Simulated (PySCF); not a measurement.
Level of theory: B3LYP-D3(BJ)/def2-TZVP // PBE0-D4/def2-TZVP (PySCF). Gas-phase values, no solvent. One relaxed conformer stands for a flexible species; it need not be the lowest. B3LYP has the VWN-RPA correlation part, as in Gaussian. Excitations are Tamm–Dancoff values on a coarser integration grid. The basis has no diffuse functions, so Rydberg states are missing or too high.

Reference species (SMILES): `O[SiH2][GeH3]` (H–O–Si–Ge torsion 60°) (neutral, multiplicity 1).

- S1 excitation (TDA): 6.01 eV
- HOMO–LUMO gap: 7.03 eV
- T1 excitation (TDA): 5.45 eV
- S1 oscillator strength: 0.011

Changed species: `C(F)[SiH2]O` (H–O–Si–C torsion 60°, O–Si–C–F torsion -60°) (X = fluoromethyl; the reference has X = germyl).

Question: What does the change do to the S1 excitation (TDA), HOMO–LUMO gap, T1 excitation (TDA) and S1 oscillator strength?

Answer: the S1 excitation (TDA) increases by 0.84 eV, to 6.85 eV; the HOMO–LUMO gap goes up by 0.98 eV, to 8.01 eV; the T1 excitation (TDA) rises by 0.99 eV, to 6.44 eV; the S1 oscillator strength stays essentially unchanged.
